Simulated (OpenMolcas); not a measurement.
## Levels of As⁺ by method

* Program: OpenMolcas 26.06
* Basis: ANO-RCC-VDZP [5s4p2d]
* Scalar Hamiltonian: DKH2, point nucleus
* Active space: 2 electrons in 3 orbitals (4p)
* State averaging: 2S+1 = 3 even, 3 roots; 2S+1 = 1 even, 6 roots
* Spin-orbit coupling: state interaction with AMFI integrals over the reference wave functions, term energies averaged over their components

Methods on the same reference wave functions:
A. CASSCF
B. SS-CASPT2, IPEA 0.25 Eh, imaginary shift 0.1 Eh (closed shells correlated: 3d 4s)

Energies in cm⁻¹ above 4s² 4p² ³P₀, the measured ground level; measured values from NIST Handbook of Basic Atomic Spectroscopic Data.

```tsv
Level	A	B	Measured
4s² 4p² ³P₀	0.0	0.0	0.0
4s² 4p² ³P₁	898	922	1063
4s² 4p² ³P₂	2281	2290	2541
4s² 4p² ¹D₂	12455	11370	10096
4s² 4p² ¹S₀	28353	24470	22599
```

Deviations, from unrounded energies. A percentage is the sum of absolute deviations over the sum of measured energies, with the sign that they share, or ± where signs differ.

| Against measurement | Levels | A | B |
| --- | --- | --- | --- |
| mean absolute deviation (cm-1) | 4 | 2100 | 880 |
| fine structure of the ground term (%) | 2 | -11.8 | -10.8 |
| other terms of the ground configuration (%) | 2 | +24.8 | +9.6 |

B lies closest to measurement on these levels. The largest miss of B in the table is 4s² 4p² ¹S₀, by +1900 cm-1. The ranking rests on the paired levels alone, and a cruder setting can come out closer through cancelling errors.

From A to B the spin-free energies of the other terms of 4s² 4p² shown, above ³P, scale by factors of 0.85 to 0.90.

The lowest spin-free term lies below A's lowest term by 0.055 hartree in B.

Term energies are means over components that CASPT2 splits; among the terms shown or strongly mixed into the levels shown the widest spread is 100 cm-1 (4s² 4p² ¹D, B). With the s shell closed, the reference lacks s² → p² mixing. Without dynamic correlation excited terms often stand tens of per cent too high (terms of higher spin than the ground term too low), and those without a measured partner can miss by more than the paired ones (holds for A). Measured partners are found by configuration, term and J. A level has none where our copy of the source lacks it or the pairing is in doubt (some pairs that miss far off the trend of their configuration count as doubtful), and it then counts in no deviation. Only configurations of the active space appear.
